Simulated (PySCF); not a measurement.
## Basis and Hamiltonian dependence of the excitation energy of I⁺

I⁺ [Kr] 4d10 5s2 5p4 (3P) → I⁺ [Kr] 4d10 5s2 5p3 6s1 (5S). All values are computed (PySCF 2.14, energy differences of UHF-based or UKS calculations, no spin-orbit coupling). Values in eV.

| basis | Hamiltonian | functions | UHF | LDA | PBE0 | MP2 (valence) | CCSD(T) (valence) |
| --- | --- | --- | --- | --- | --- | --- | --- |
| aug-cc-pVQZ-PP with ECP28MDF | ECP | 92 | 9.089 | 9.633 | 9.608 | 9.428 | 9.560 |
| aug-cc-pwCVTZ-PP with ECP28MDF | ECP | 96 | 9.110 | 9.642 | 9.627 | 9.357 | 9.481 |
| aug-cc-pwCVTZ-DK3 | spin-free X2C | 109 | 9.125 | 9.688 | 9.661 | 9.374 | 9.498 |
| aug-cc-pVQZ-PP with one added diffuse shell each of s, p, d, f, g type with ECP28MDF | ECP | 117 | 9.089 | 9.633 | 9.608 | 9.429 | n/a |
| aug-cc-pwCVTZ-DK3 with one added diffuse shell each of s, p, d, f type | spin-free X2C | 125 | 9.101 | 9.681 | 9.648 | 9.360 | n/a |
| dyall-av2z | non-relativistic | 130 | 9.283 | 9.852 | 9.817 | 9.283 | 9.306 |

Frozen in the all-electron rows: valence: [Kr] 4d10; with a core potential, the same shells as far as they lie outside it.

Non-relativistic rows lack the scalar-relativistic shift.

Reference for a calculation without spin-orbit coupling: 9.665 eV (measured, between term centres; NIST).
